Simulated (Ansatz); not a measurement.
Consider the silylene formation by 1,1-elimination: `O[SiH2][Si](O)(F)F` → `O[Si](O)(F)F` + `[SiH2]`.

Computed with Ansatz on PBE0-D4/def2-TZVP structures; ΔE is electronic, products minus reactants. CCSD(T)/CBS adds triple-zeta CCSD(T) − MP2 to the extrapolated MP2 energy (def2 sets, frozen cores). This one scheme is used for every species. DFT in def2-TZVPP. B3LYP here is the variant with VWN-RPA as its local correlation; programs differ in this. Each species was taken in one conformer, which may not be the lowest.

Task: Is it downhill or uphill in electronic energy at CCSD(T)/CBS, and by how much? (An estimate is asked.)

Result: Ansatz gave: Uphill: ΔE = +44.9 kcal/mol.

Task: What do these levels give: PBE0-D4, B3LYP-D4, MP2/def2-QZVPP, HF/CBS(def2), MP2/CBS(def2), CCSD/CBS(def2)? (Estimate.)

Result: Ansatz gave: PBE0-D4 49.8, B3LYP-D4 46.0, MP2/def2-QZVPP 47.8, HF/CBS(def2) 38.3, MP2/CBS(def2) 48.7, CCSD/CBS(def2) 43.5 kcal/mol.

Largest T1 diagnostic among the species: 0.014.

The D4 term adds +3.0 kcal/mol with B3LYP and +1.7 kcal/mol with PBE0; it sums over pairs of atoms, weighted by their polarisabilities, and B3LYP, whose exchange is more repulsive, gets the larger term. In def2-TZVPP, CCSD(T) changes the Hartree–Fock value by +4.4 kcal/mol (the triples alone add +1.3 kcal/mol) and MP2 by +8.2 kcal/mol.
